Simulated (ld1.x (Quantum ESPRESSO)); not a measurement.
iodine: one change to a TM potential, before and after

| Item | Value |
| --- | --- |
| Element | I (Z = 53) |
| Generator | ld1.x (Quantum ESPRESSO) 7.5 |
| Type | norm-conserving Troullier–Martins (Kleinman–Bylander form) |
| Functional | PBE |
| Relativity | scalar-relativistic |
| Frozen core | [Kr] 4d10 |
| Valence charge | 7 |
| Reference configuration | 5s2 5p4 (charge +1) |
| Partial waves | 5s (bound): rc 1.35 bohr; 5p (bound): rc 1.60 bohr |
| Local potential | the p channel |
| Core correction | a·sin(br)/r model core inside 1.05 bohr |

Change: core correction none.

Cutoffs: the cutoffs (Ry, on a coarse ladder) from which the occupation-weighted sum of valence levels, in a spherical-Bessel basis at the reference potential, stays within 10 and 1 mRy of its value at 400 Ry; they do not see the model core or the augmentation charge, which bear on the density cutoff. Errors are all-electron minus pseudo energies relative to the spin-unpolarised reference configuration.

Problem. What does the change do?

Solution. The potential gets neither clearly harder nor softer (70 Ry and 180 Ry → 70 Ry and 180 Ry); both files keep a bound ghost (d, s); of the 7 tests that both files solve, the error grows in 1 and shrinks in 4 by more than 15 % and 0.3 meV (median size 7.7 → 7.3 meV).

```tsv
quantity	base	changed
cutoff, loose	70 Ry	70 Ry
cutoff, tight	180 Ry	180 Ry
bound ghosts	s, d	s, d
error for 5s2 5p5, meV [ΔE -11.13 eV]	+4.1	+3.1
error for 5s2 5p3, meV [ΔE 19.85 eV]	-7.7	-7.3
error for 5s2 5p2, meV [ΔE 49.17 eV]	-40	-27
error for 5s1 5p6, meV [ΔE -0.72 eV]	-7.8	+25
error for 5s2 5p1, meV [ΔE 88.60 eV]	-144	-57
error for 5s2 5p5.3, meV [ΔE -12.91 eV]	+5.5	+4.0
error for 5s2 5p4.5, meV [ΔE -6.60 eV]	+2.0	+1.7
s: phases at 1.75 bohr within 0.05 rad from the reference energy up to (Ry; the scan ends near 5)	to the end of the scan	to the end of the scan
p: phases at 1.75 bohr within 0.05 rad from the reference energy up to (Ry; the scan ends near 5)	0.1	0.1
```

 A true bound ghost makes a file unfit for plane-wave use even where its test errors are small: the radial tests pick states by their node count and pass the ghost by.
